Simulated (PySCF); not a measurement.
Molecule: Al2(mu-NH2)2(F)4, H₄Al₂F₄N₂, singlet. Atoms near the plane z = 1.0 Å, at the PBE0/def2-SVP optimised geometry (x, y, z in Å): Al1 (1.4, 0.0, 0.0), Al2 (-1.4, 0.0, 0.0), F6 (2.2, 1.4, 0.0), F7 (2.2, -1.4, 0.0), N8 (0.0, 0.0, 1.4), H9 (0.0, -0.8, 2.0), H10 (0.0, 0.8, 2.0), F11 (-2.2, 1.4, 0.0), F12 (-2.2, -1.4, 0.0).

Computed with PBE0/def2-TZVP run with PySCF 2.14.0. Cells within 0.4 Å of a nucleus heavier than hydrogen are left out (blank, or x). The values are rescaled to run from 0 to 1.

```
|0000000000000000000000000000000|
|0000000000000000000000000000000|
|0000000000000000000000000000000|
|0000000000000000000000000000000|
|0000000000000000000000000000000|
|0000001111100000000011111000000|
|0000122333211000001123332210000|
|0001233444322100012234443321000|
|0001345555433211123345555431000|
|0012345666543333333456665432100|
|0012456666554444444556666542100|
|0012356666555556555556666532100|
|0012345666556677766556665432100|
|0002344555667788877665554432000|
|0001234455667899987665544321000|
|000123445567899x998765544321000|
|0001234455667899987665544321000|
|0002344555667788877665554432000|
|0012345666556677766556665432100|
|0012356666555556555556666532100|
|0012456666554444444556666542100|
|0012345666543333333456665432100|
|0001345555433211123345555431000|
|0001233444332100012234443321000|
|0000122333211000001123332210000|
|0000001111100000000011111000000|
|0000000000000000000000000000000|
|0000000000000000000000000000000|
|0000000000000000000000000000000|
|0000000000000000000000000000000|
|0000000000000000000000000000000|
```
Scale: ten equal steps from 0.000 (start of '0') to 1.00 (end of '9'), in the order '0123456789'; x runs from -4.50 to 4.50, y from -4.50 (bottom) to 4.50 (top).

Question: Which quantity is mapped?
(A) log10 of the electron density
(B) Laplacian of the electron density
(C) deformation density (molecule minus spherical neutral atoms)
(D) electron localisation function

Answer: A, log10 of the electron density. In full: log10 of the electron density (e/bohr³), floored at −4.
